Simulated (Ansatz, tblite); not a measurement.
Removing and adding an electron: (NaBr)2 ring (Na₂Br₂). Total charge 0; singlet. Geometry: PBE-D4/def2-SVP. Ansatz, gas phase; energy differences of separate SCF runs; the oxidised species was run as a doublet alone; the reduced species was run as a doublet alone.

```csv
atom,x (Å),y (Å),z (Å)
Na1,-0.8326,-0.1697,-1.4070
Br2,0.8775,1.8030,-0.7367
Na3,0.8308,0.1709,1.4079
Br4,-0.8757,-1.8042,0.7358
```

The xTB rows come from tblite. HOMO above LUMO, or a gap near zero within one spin, warns that the state may not be the lowest or that an electron is smeared out.

```csv
level,−HOMO (eV),vertical IE (eV),−LUMO (eV),vertical EA (eV),HOMO–LUMO gap (eV),IE − EA (eV),remarks
GFN1-xTB,8.81,12.00,4.53,2.63,4.28,9.38,–
GFN2-xTB,10.19,13.06,7.50,4.12,2.69,8.95,–
PBE-D4/def2-TZVP,5.86,8.62,1.66,–,4.19,–,gap within one spin near zero (+1 doublet)
PBE-D4/def2-TZVPD,5.89,–,1.68,0.49,4.21,–,HOMO above zero (-1 doublet)
r2SCAN-D4/def2-TZVP,6.14,8.83,1.00,–,5.14,–,gap within one spin near zero (+1 doublet)
r2SCAN-D4/def2-TZVPD,6.16,–,1.01,0.34,5.14,–,HOMO above zero (-1 doublet)
PBE0-D4/def2-TZVP,7.08,9.01,1.10,–,5.98,–,–
PBE0-D4/def2-TZVPD,7.09,–,1.10,0.37,5.99,–,HOMO above zero (-1 doublet)
```

   A HOMO above zero means that the electron is unbound at that level or that self-interaction error raises the level; the energy of removing that electron tells which. Raw xTB energy differences between charge states are shifted by several eV; the methods need an empirical correction for them.
